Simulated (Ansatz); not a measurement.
The cluster Li9O5. Total charge 0; doublet. Geometry PBE-D4/def2-SVP, basis def2-TZVP, Ansatz.

```xyz
14

Li   -0.981   -0.171    1.932
Li   -1.796   -1.780   -0.279
Li    0.783    1.776   -1.644
Li   -2.082    1.455   -0.134
Li    2.148    0.175    0.283
Li    0.427    1.770    1.181
Li    1.070   -1.459   -1.788
Li   -0.152   -0.001   -0.289
Li    0.736   -1.765    1.026
O    -2.082   -0.208    0.516
O     1.603    0.206   -1.425
O    -0.057   -2.079   -0.552
O    -0.426    2.077   -0.366
O     0.810    0.003    1.538
```

```
run  HOMO (eV)  LUMO (eV)
  A      -6.06      -2.57
  B      -4.14      -3.63
  C      -4.87      -3.07
  D      -7.03      -1.97
  E      -4.13      -3.54
```

LC-ωPBE has ω = 0.4 bohr⁻¹. The structure comes from a short search, and lower isomers may exist.

HOMO and LUMO are taken over both spins.

**Question.** The runs used CAM-B3LYP, LC-ωPBE, PBE, PBE0, r2SCAN. Estimate which is which.

**Answer.** A CAM-B3LYP (range-separated); B PBE (0 % exact exchange); C PBE0 (25 % exact exchange); D LC-ωPBE (range-separated); E r2SCAN (0 % exact exchange). Exact exchange lowers occupied and raises empty levels; among semilocal functionals meta-GGAs tend to open the gap a little, and such runs are hard to tell apart. The gap grows from 0.51 eV (PBE) to 5.06 eV (LC-ωPBE).
